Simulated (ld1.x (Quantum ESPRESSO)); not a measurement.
**S (Z = 16), PAW: configuration errors across variants**

- Element: sulfur (S)
- Generator: ld1.x (Quantum ESPRESSO) 7.5
- Type: PAW
- Functional: PBEsol
- Relativity: scalar-relativistic
- Frozen core: [Ne]
- Valence charge: 6
- Reference configuration: 3s2 3p4
- Partial waves: 3s (bound): rcut 1.25, rcutus 1.65 bohr; 3s channel at -0.2 Ry: rcut 1.25, rcutus 1.65 bohr; 3p (bound): rcut 1.30, rcutus 1.80 bohr; 3p channel at 0.9 Ry: rcut 1.30, rcutus 1.80 bohr
- Local potential: all-electron potential smoothed inside 1.50 bohr (lloc = -1)
- Core correction: Bessel-smoothed model core inside 1.50 bohr
- Augmentation charge: PSQ, inside the norm-conserving radii

All-electron excitation energies from the reference (eV): (1) 3s2 3p3 11.733; (2) 3s2 3p2 33.974; (3) 3s2 3p1 67.974; (4) 3s2 3p4.3 -1.700; (5) 3s2 3p3.5 4.643; (6) 3s1 3p4 22.580; (7) 3s0 3p6 20.679.

5 further variants failed, have other tests or another functional or relativity, and are left out.

Errors AE − PS in meV (a dash: test not solved or not reliable):

| change | (1) | (2) | (3) | (4) | (5) | (6) | (7) | bound ghosts |
| --- | --- | --- | --- | --- | --- | --- | --- | --- |
| base | -1.5 | -8.8 | -34 | +0.1 | -0.4 | -2.5 | -1.4 | none |
| waves 3p (bound): rcut 1.30, rcutus 2.48 bohr; 3p channel at 0.9 Ry: rcut 1.30, rcutus 2.48 bohr | -0.8 | -4.8 | -26 | +0.1 | -0.3 | -0.2 | -0.1 | none |
| local potential all-electron potential smoothed inside 1.94 bohr (lloc = -1) | -1.5 | -8.9 | -35 | +0.1 | -0.5 | -2.5 | -1.4 | none |
| local potential all-electron potential smoothed inside 1.65 bohr (lloc = -1) | -1.5 | -8.8 | -34 | +0.1 | -0.4 | -2.5 | -1.4 | none |
| wave 3p channel at 0.9 Ry: rcut 1.30, rcutus 1.80 bohr becomes 3p channel at -0.06 Ry: rcut 1.30, rcutus 1.80 bohr | -1.5 | -8.8 | -34 | +0.1 | -0.5 | -2.5 | -1.4 | none |
| local potential all-electron potential smoothed inside 1.12 bohr (lloc = -1) | -1.5 | -8.6 | -33 | +0.1 | -0.4 | -2.5 | -1.4 | none |
| waves 3s (bound): rcut 1.25, rcutus 2.56 bohr; 3s channel at -0.2 Ry: rcut 1.25, rcutus 2.56 bohr | -0.9 | -3.1 | -8.7 | +0.2 | -0.4 | -1.3 | -1.3 | none |

Give the same row for: core correction Bessel-smoothed model core inside 1.62 bohr.

-1.5, -8.7, -34, +0.1, -0.4, -2.5, -1.4; bound ghosts: none.
